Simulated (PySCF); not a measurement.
## TDDFT excited states: C7H11Cl

Compound: C7H11Cl.
InChI=1S/C7H11Cl/c8-7-4-1-2-6(7)3-5-7/h6H,1-5H2/t6-,7-/m1/s1

The calculation used TDDFT CAM-B3LYP/def2-SVPD, vertical, gas phase, core orbitals frozen in the response in PySCF. Geometry: PBE0-D3(BJ)/def2-SVP, one conformer, isolated molecule.

Q: List the vertical singlet excitations with oscillator strengths and describe the spectrum.

A: 

| state | λ (nm) | E (eV) | f | \|μ\| (D) | main configurations (H = HOMO, L = LUMO) |
| --- | --- | --- | --- | --- | --- |
| S1 | 176.5 | 7.02 | 0.0019 | 0.27 | H→L (44%), H→L+1 (32%), H→L+4 (10%) |
| S2 | 171.9 | 7.21 | 0.0009 | 0.18 | H-1→L (41%), H-1→L+1 (32%), H-1→L+4 (13%) |
| S3 | 155.1 | 7.99 | 0.052 | 1.31 | H→L+1 (34%), H→L (30%), H→L+2 (23%) |
| S4 | 152.1 | 8.15 | 0.045 | 1.21 | H-1→L+1 (32%), H-1→L (29%), H-1→L+2 (24%) |
| S5 | 148.3 | 8.36 | 0.017 | 0.72 | H-2→L (61%), H-2→L+1 (11%) |
| S6 | 146.2 | 8.48 | 0.059 | 1.36 | H→L+2 (37%), H→L+3 (18%), H-3→L (16%) |
| S7 | 145.9 | 8.50 | 0.0065 | 0.45 | H→L+1 (21%), H→L+4 (20%), H→L+2 (14%) |
| S8 | 143.8 | 8.62 | 0.011 | 0.58 | H→L+3 (28%), H→L+4 (27%), H→L+2 (8%) |
| S9 | 143.3 | 8.65 | 0.0084 | 0.50 | H-1→L+2 (32%), H-2→L+1 (14%), H-1→L+1 (11%) |
| S10 | 142.7 | 8.69 | 0.0063 | 0.44 | H-3→L (37%), H→L+3 (29%) |

Triplets, Tamm–Dancoff:

```tsv
state	E (eV)	λ (nm)	main configurations (H = HOMO, L = LUMO)
T1	6.48	191.4	H→L (35%), H→L+1 (31%), H→L+4 (12%)
T2	6.60	187.9	H-1→L (33%), H-1→L+1 (31%), H-1→L+4 (13%)
T3	7.83	158.3	H→L (32%), H→L+2 (24%), H→L+1 (23%)
T4	7.92	156.5	H-2→L (22%), H-1→L (17%), H-1→L+2 (11%)
```

The lowest singlet lies at 7.02 eV (177 nm, vacuum ultraviolet) and is very weak; its leading configuration is HOMO→LUMO (44%). The strongest level in the table is S6 at 8.48 eV (146 nm, f = 0.059). Löwdin shares by element: HOMO chlorine 52%, carbon 32% or more (atoms not listed hold the other 16%); LUMO carbon 16% or more, chlorine 14%, hydrogen 7% or more (atoms not listed hold the other 63%). The listed states span 1.67 eV, and the widest gap between neighbours is 0.78 eV (S2 to S3). Weighted by f, the mean energy of these states is 8.28 eV. The oscillator strengths of these states sum to 0.208; summed over the whole spectrum of an exact calculation they would give the number of electrons, 70 (Thomas–Reiche–Kuhn). The vertical ionisation energy (ΔSCF) is 10.02 eV, 1.33 eV above S10. Singlets were solved by full linear response, triplets in the Tamm–Dancoff approximation.
